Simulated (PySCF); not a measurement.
NMR data simulated for an unnamed compound:

1H NMR (400 MHz, computed): δ 4.45 (s, 3H), 1.83 (m, 1H), 1.79 (m, 1H), 1.76 (m, 1H), 1.66 (m, 1H), 1.58 (m, 1H), 1.47 (m, 1H), 1.46 (m, 1H), 1.33 (m, 1H), 1.12 (m, 1H), 0.79 (m, 1H), 0.43 (m, 1H).

13C{1H} NMR (computed): δ 40.3 (CH2), 32.0 (CH), 30.7 (C), 29.4 (CH2), 28.2 (CH2), 27.8 (CH2), 19.6 (CH2).

- shielding tensors at PBE0/pcSseg-1 (GIAO)
- geometry: PBE0-D3(BJ)/def2-SVP
- program: PySCF
- relativity neglected, no solvent, averaged over atoms made equivalent by symmetry, fast rotation or ring inversion, one conformer

δ = σ(ref) − σ, references computed at the same level: TMS for 1H (σref 31.27), 13C (σref 184.41).

Problem. Which of these does the molecule contain: an OH group, a methoxy group, a Si–H bond, a heteroaromatic ring, a three-membered ring?

Solution. 
- An OH group: no.
- A methoxy group: no.
- A Si–H bond: yes (δH 4.45 (s)).
- A heteroaromatic ring: no.
- A three-membered ring: yes.

The data belong to SMILES [SiH3]S[C@@H]1CC12CCCC2, C7H14SSi; they needn't prove each group on their own.

Carbon signals by region: 7 below 50 ppm.

Shifts are as computed. Against solution values, carbons near 30 ppm lie about +2 ppm off and those near 130 ppm about +5 ppm. Of 1313 compounds with measured shifts, 239 miss one by over three times the rms of a fit or turn the order of signals round; such compounds aren't used in these exercises. Multiplicities follow the n + 1 count of equivalent neighbours, as no J values were calculated; m marks all less simple cases, F and P coupling included.
